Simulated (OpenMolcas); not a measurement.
Ta4+ among 6 point charges of -1.7 e arranged as a trigonal antiprism (D3d), with a polar angle of 49.8° against the regular 54.74°.

* Program: OpenMolcas 26.06
* Method: SS-CASPT2, IPEA 0.25 Eh, imaginary shift 0.1 Eh (closed shells correlated: 4f 5s 5p)
* Basis: ANO-RCC-VTZP [8s7p5d3f2g1h]
* Scalar Hamiltonian: DKH2, point nucleus
* Active space: 1 electron in 5 orbitals (5d)
* State averaging: 2S+1 = 2 even, 5 roots
* Spin-orbit coupling: RASSI with atomic mean-field integrals over the reference wave functions

All point charges move together. At R = 2.21 Å the first state of the same spin is 4530 cm-1, and at R = 2.33 Å it is 4120 cm-1.

Task: A third run gives 5080 cm-1. What distance was it run at?

Result: With a power law R^-n the two known points give n = -ln(4120 / 4530) / ln(2.33 / 2.21) = 1.79. Then R = 2.21 × (4530 / 5080)^(1/1.79) = 2.073 Å. The run was at 2.02 Å, so the estimate is off by +0.053 Å.

Roots that are degenerate in the reference are averaged as groups; the widest CASPT2 spread within a group is 84 cm-1 (the 2-fold group of multiplicity 2 near 12000 cm-1 above the lowest state of its run, R = 2.21). Shifts and gaps below about the spread of the groups concerned are not significant. An orbital doublet at a regular site is open to a Jahn-Teller distortion, which this geometry leaves out. Free-ion shares, where given, are those of the reference states; single-state CASPT2 does not remix them. This is an electrostatic model: the charges have no orbitals. No measured value stands beside these numbers.
